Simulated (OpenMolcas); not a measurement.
Sn2+: RASPT2 settings compared

```json
{"Program": "OpenMolcas 26.06", "Basis": "ANO-R3 [8s7p5d3f2g1h]", "Scalar Hamiltonian": "X2C, finite nucleus", "Active space": "2 electrons in 9 orbitals (RAS2 5s 5p; RAS3 5d, at most 2 electrons)", "State averaging": "2S+1 = 1 even, 7 roots; 2S+1 = 3 even, 3 roots kept (CI in the orbitals of an earlier block); 2S+1 = 1 odd, 3 roots; 2S+1 = 3 odd, 3 roots kept (CI in the orbitals of an earlier block)", "Spin-orbit coupling": "RASSI with atomic mean-field integrals over the reference wave functions, term energies averaged over their components"}
```

Methods on the same reference wave functions:
A. RASSCF
B. SS-RASPT2, IPEA 0.3 Eh, sigma1 regulariser 0.2 Eh (closed shells correlated: 4d)
C. SS-RASPT2, IPEA 0.3 Eh, real shift 0.15 Eh (closed shells correlated: 4s 4p 4d)
D. SS-RASPT2, IPEA 0.75 Eh, sigma1 regulariser 0.4 Eh (closed shells correlated: 4s 4p 4d)
E. MS-RASPT2, IPEA 0.3 Eh, sigma1 regulariser 0.2 Eh (closed shells correlated: 4d)
F. MS-RASPT2, IPEA 0.75 Eh, sigma1 regulariser 0.4 Eh (closed shells correlated: 4s 4p 4d)

Energies in cm⁻¹ above 5s² ¹S₀, the measured ground level; measured values from Moore, Atomic Energy Levels, vol. III, NSRDS-NBS 35 (1971 reprint of NBS Circular 467, 1958).

```tsv
Level	A	B	C	D	E	F	Measured
5s² ¹S₀	0.0	0.0	0.0	0.0	0.0	0.0	0.0
5s 5p ³P°₀	49707	54840	55110	55250	55440	55820	53548
5s 5p ³P°₁	50889	55990	56260	56410	56590	56970	55196
5s 5p ³P°₂	53604	58730	59010	59150	59340	59720	59229
5s 5p ¹P°₁	79755	78790	78910	79360	79390	79930	79911
```

Deviations, from unrounded energies. A percentage is the sum of absolute deviations over the sum of measured energies, with the sign that they share, or ± where signs differ.

```csv
Against measurement,Levels,A,B,C,D,E,F
mean absolute deviation (cm-1),4,3500,920,960,880,980,1100
other configurations (%),4,-5.6,±1.5,±1.6,±1.4,±1.6,+1.8
```

B, D lie about equally close to measurement and A furthest from it. The largest miss of D in the table is 5s 5p ³P°₀, by +1700 cm-1. The ranking rests on the paired levels alone, and a cruder setting can come out closer through cancelling errors.

Among B to F the level of the table that moves most is 5s 5p ¹P°₁, by 1100 cm-1 (lowest in B, highest in F). Moves below CASPT2's spread within the term are not significant.

The lowest spin-free term lies below A's lowest term by 0.475 hartree in B, 0.770 hartree in C, 0.767 hartree in D, 0.478 hartree in E, 0.770 hartree in F.

Terms from blocks run as CI alone lack orbitals of their own. Active for correlation alone: 5d; no level in the range computed is led by a configuration that fills it, so any true level of that kind is missing. Measured partners are found by configuration, term and J. A level has none where our copy of the source lacks it or the pairing is in doubt (some pairs that miss far off the trend of their configuration count as doubtful), and it then counts in no deviation. Levels of configurations outside the active space are missing. Levels that lie high or do not pair safely by name in every column are left out.

° marks odd parity.
